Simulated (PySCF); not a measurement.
A geometry optimisation on `Cc1ccc(B(O)O)cc1` (4-tolylboronic acid).

Computed with PBE0-D3(BJ)/def2-SVP geometry optimisation, gas phase (PySCF 2.14.0). Start geometry: GFN2-xTB. The input is one job of a driver script: a line of settings, then coordinates in Å.

Input:
```
{"job": {"xc": "PBE0", "basis": "def2-SVP", "d3": "d3bj", "grid": 2, "kind": "geom"}, "charge": 0, "multiplicity": 1}
C      3.173675     0.324403    -0.154261
C      1.684767     0.169661    -0.085189
C      0.988189     0.385471     1.095546
C     -0.386596     0.241939     1.141383
C     -1.120926    -0.121163     0.012846
B     -2.691562    -0.289633     0.038548
O     -3.336256    -0.535846    -1.123270
O     -3.447487    -0.201134     1.170536
C     -0.407906    -0.332670    -1.169167
C      0.963780    -0.190680    -1.219031
H      3.633440    -0.587831    -0.532492
H      3.436637     1.134623    -0.834146
H      3.591160     0.544988     0.825055
H      1.526106     0.668892     1.989959
H     -0.894016     0.424468     2.081006
H     -4.285121    -0.622608    -1.022268
H     -2.970777    -0.031759     1.980987
H     -0.957103    -0.612115    -2.055174
H      1.490192    -0.359757    -2.148329
```

Output:
```
step   0  E = -446.76407091  max force = 0.011188
step   1  E = -446.76571956  max force = 0.001884
step   2  E = -446.76573375  max force = 0.000765
step   3  E = -446.76573843  max force = 0.000454
step   4  E = -446.76573944  max force = 0.000217
optimisation converged
```

Energies in Eh; «max force» is the largest Cartesian gradient component in Eh/bohr.

Q: Give the first gradient maximum in eV/Å.

A: With 1 Eh/bohr = 51.422 eV/Å, 0.575 eV/Å.

Q: How much energy does the optimisation release, in kJ/mol?

A: E(step 0) − E(last step) = 0.001669 Eh, which is 4.4 kJ/mol.

Main results: final energy -446.76574 Eh after 4 steps; dipole 1.36 D.

Q: Where do the atoms end?

A: 0.021 Å rms from the input after alignment:
```
atom  x, y, z in Å
C1     3.2663    0.4140   -0.2971
C2     1.7760    0.2497   -0.2359
C3     1.0687    0.4601    0.9520
C4    -0.3152    0.3076    0.9925
C5    -1.0493   -0.0580   -0.1431
B6    -2.6066   -0.2412   -0.1237
O7    -3.2429   -0.4974   -1.2983
O8    -3.3650   -0.1630    1.0102
C9    -0.3314   -0.2637   -1.3326
C10    1.0495   -0.1154   -1.3780
H11    3.7522   -0.4996   -0.6743
H12    3.5467    1.2323   -0.9798
H13    3.6899    0.6405    0.6913
H14    1.6116    0.7479    1.8567
H15   -0.8232    0.4891    1.9467
H16   -4.1915   -0.6006   -1.1666
H17   -2.8475   -0.0066    1.8045
H18   -0.8789   -0.5473   -2.2348
H19    1.5819   -0.2854   -2.3186
```

Hardware: AMD EPYC 9R45, one thread, shared host with 96 logical CPUs at a one-minute load of 25. Cost: 50 s, 0.85 GiB resident at most.
Labels such as C1 count atoms from 1, the log's own numbers from 0.
